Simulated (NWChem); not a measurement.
System: C$_{3}$H$_{2}$N$_{2}$O; SMILES C(/N=C/C=O)#N

```xyz
8

N      0.2990     3.0016     0.0000
C     -0.0106     1.8797     0.0000
N     -0.4860     0.6383     0.0000
C      0.2792    -0.3853     0.0000
C     -0.3522    -1.7350     0.0000
O      0.3026    -2.7419     0.0000
H      1.3816    -0.3433     0.0000
H     -1.4687    -1.7191     0.0000
```
Atoms are numbered in this order, from 1.

Results from NWChem. The geometry was optimised at PBE0/def2-SVP. Level: PBE0/def2-SVP with SMD (1 M gas to 1 M solution), gas-phase geometry.

Problem. Predict the results for solvent water. Quantities: solvation free energy (kcal/mol); cavity-dispersion-structure term (kcal/mol); dipole in solution (D).

Solution. The solvation free energy (kcal/mol) is -4.5 and the cavity-dispersion-structure term (kcal/mol) is 6.0. The dipole in solution (D) is 2.71.
